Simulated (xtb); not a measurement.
C4H10Cl3GeN, SMILES CC[N](CC)[Ge]([Cl])([Cl])[Cl]. All values are semi-empirical tight-binding results from xtb (GFN2-xTB unless named), good for trends rather than for accurate numbers. Geometry optimised at GFN2-xTB. One conformer was computed; it need not be the lowest.

Optimised geometry:

```xyz
19

C      1.6519    -2.3232     0.7231
C      0.9880    -2.0853    -0.6312
N     -0.1680    -1.2008    -0.6098
C     -1.4736    -1.8294    -0.5097
C     -1.7927    -2.4722     0.8381
Ge     0.0335     0.5606    -0.1072
Cl    -0.0642     0.9610     2.0077
Cl    -1.5260     1.6776    -1.0168
Cl     1.9079     1.2482    -0.8207
H      0.9586    -2.7603     1.4354
H      2.0136    -1.3795     1.1290
H      2.4989    -2.9940     0.6017
H      1.7303    -1.6501    -1.3086
H      0.6620    -3.0366    -1.0597
H     -1.5445    -2.5828    -1.3023
H     -2.2208    -1.0585    -0.7187
H     -2.8326    -2.7889     0.8517
H     -1.1682    -3.3438     1.0147
H     -1.6361    -1.7546     1.6412
```
Charge 0, spin multiplicity 1.

For metal compounds this method's bond lengths and energies can be far off.

The orbital gap is 3.68 eV. The zero-point energy comes out as 87.7 kcal/mol. The G − E(el) at 298.15 K (modified RRHO) is 61.6 kcal/mol.

Computed atomic charges and the Wiberg bond orders between heavy atoms:
charges (e) C1 -0.11, C2 0.01, N3 -0.21, C4 0.01, C5 -0.11, Ge6 0.36, Cl7 -0.14, Cl8 -0.13, Cl9 -0.13, H10 0.05, H11 0.05, H12 0.04, H13 0.04, H14 0.05, H15 0.04, H16 0.05, H17 0.04, H18 0.04, H19 0.05. Bond orders C1–C2 1.01, C2–N3 1.00, N3–C4 1.00, C4–C5 1.01, N3–Ge6 0.93, Ge6–Cl7 1.03, Ge6–Cl8 1.08, Ge6–Cl9 1.08.
